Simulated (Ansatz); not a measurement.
Ansatz results at the PBE0-D4/def2-TZVP geometry: HOMO–LUMO gap (B3LYP/def2-TZVPP) 6.99 eV; HOMO energy (ωB97M-V/def2-TZVPP) -9.43 eV; zero-point energy (PBE0-D4/def2-TZVP) 245.7 kJ/mol.

Each molecule was computed in one conformer, which needn't be the lowest.

Which molecule gave them?
A. `CCSS[SiH3]`
B. `CS[SiH](C)S`
C. `C[Si](C)(S)S`
D. `O[Si](O)(F)F`

C. The others give `CS[SiH](C)S`: 6.65, -9.07, 249.6; `CCSS[SiH3]`: 5.54, -8.91, 247.9; `O[Si](O)(F)F`: 9.75, -12.65, 91.6.

B3LYP here is the variant with VWN-RPA as its local correlation; programs differ in this.
